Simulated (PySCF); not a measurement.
# Distorted geometries of [Dy(H2O)3]3+

[Dy(H2O)3]3+ (singlet in the valence; each metal's 4f electrons, 9 of them, lie in its core potential, out of spins and levels). PySCF 2.14.0, RKS PBE, Dy lcecp-1-SVP with ECP55, O def2-SVP, H def2-SVP; non-relativistic Hamiltonian with scalar-relativistic core potentials where named; density fitting; no spin-orbit coupling. Relaxed geometry:

```xyz
10

Dy    0.0000    0.0000    0.0000
O     2.2532    0.0000    0.0000
H     2.8776   -0.7564    0.1927
H     2.8776    0.7564   -0.1927
O    -1.1266    1.9513    0.0000
H    -0.7837    2.8703    0.1927
H    -2.0939    2.1139   -0.1927
O    -1.1266   -1.9513    0.0000
H    -2.0939   -2.1139    0.1927
H    -0.7837   -2.8703   -0.1927
```

Question: Order these distorted geometries by energy above the relaxed one, lowest first.
A.
```xyz
10

Dy    0.1027    0.0137    0.0290
O     2.2677   -0.0086    0.0628
H     2.7913   -0.7388    0.1907
H     2.8862    0.7517   -0.2033
O    -1.1473    1.9026   -0.0885
H    -0.7946    2.7950    0.1541
H    -2.1548    2.2385   -0.2336
O    -1.1505   -1.8688    0.0948
H    -2.0217   -2.0730    0.2468
H    -0.7790   -3.0122   -0.2528
```
B.
```xyz
10

Dy   -0.1491    0.0374   -0.0765
O     2.3685    0.1114    0.1377
H     2.6994   -0.7498    0.0288
H     3.0374    0.8030   -0.2101
O    -1.1343    1.7343    0.0250
H    -0.5920    2.8524    0.3289
H    -2.1833    2.2217   -0.2346
O    -1.0567   -1.8029   -0.0068
H    -2.0589   -2.1643    0.1782
H    -0.9311   -3.0432   -0.1707
```
C.
```xyz
10

Dy   -0.0484    0.0013   -0.0260
O     2.2943   -0.0506    0.0198
H     2.8519   -0.7276    0.1762
H     2.8962    0.7595   -0.1417
O    -1.1198    1.9769   -0.0060
H    -0.7814    2.8198    0.1938
H    -2.1380    2.0925   -0.2136
O    -1.1385   -1.9341    0.0031
H    -2.0792   -2.0341    0.1757
H    -0.7371   -2.9036   -0.1813
```

Answer: C (0.67 eV), A (1.48 eV), B (3.75 eV).

Question: Which forces (eV/Å) act in the one that lies 1.48 eV up?

Answer: 
```
Dy  -1.96 -0.09  0.03
O   -1.95  4.63 -1.14
H    3.36 -4.06  0.80
H   -0.10 -0.59  0.29
O   -2.06  0.97 -0.07
H    0.52  0.31  0.08
H    1.87 -1.35  0.09
O    6.74 -3.09 -2.42
H   -5.12 -0.86  1.03
H   -1.30  4.13  1.32
```
Forces carry noise of the integration grid, about 0.01 to 0.03 eV/Å.

A frequency check found unstable modes (1, the lowest at -22 cm⁻¹), so the relaxed geometry is a saddle point, or these are noise. An lcecp potential fixes the number of 4f electrons, so in runs with it no electron can move into or out of that shell.
